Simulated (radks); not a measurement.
Spherical jellium clusters: N electrons in a uniform positive sphere of charge N and radius rs N^(1/3), rs = 5.06 bohr. Method: non-relativistic Kohn-Sham, LDA (Slater exchange, Perdew-Wang correlation), spin-polarised, spherical densities; computed with a radial shooting solver with Libxc functionals. Levels are named by radial order and angular momentum (1s, 1p, 1d, 2s, ...), and open shells are averaged over m.

N = 9, configuration 1s2 1p6 1d(up 1, down 0). This is the lowest configuration that the search found. Occupied and some empty levels:

| level | occupation | eigenvalue (eV) | <r> (bohr) |
|---|---|---|---|
| 1s up | 1 | -3.5962 | 6.982 |
| 1s down | 1 | -3.5188 | 6.896 |
| 1p up | 3 | -2.8737 | 8.211 |
| 1p down | 3 | -2.7777 | 8.190 |
| 1d up | 1 | -1.9503 | 9.276 |
| 1d down | 0 | -1.8498 | 9.304 |
| 2s up | 0 | -1.4803 | 8.549 |
| 2s down | 0 | -1.4320 | 8.616 |
| 1f up | 0 | -0.91597 | 10.48 |
| 1f down | 0 | -0.82298 | 10.58 |
| 2p up | 0 | -0.60486 | 11.73 |
| 2p down | 0 | -0.56071 | 11.91 |

Energy (eV): total -15.7985, kinetic 10.243, external -248.58, Hartree 123.33, exchange-correlation -26.441, background 125.65.

Electron density:

| r (bohr) | n(r) (e/bohr^3) |
|---|---|
| 1.18 | 0.001120 |
| 2.45 | 0.001446 |
| 3.72 | 0.001879 |
| 4.99 | 0.002242 |
| 6.26 | 0.002336 |
| 7.53 | 0.002036 |
| 8.80 | 0.001422 |
| 10.1 | 0.0007738 |
| 11.3 | 0.0003359 |
| 12.6 | 0.0001255 |
| 13.9 | 0.00004278 |
| 15.2 | 0.00001376 |
| 16.4 | 4.284e-06 |
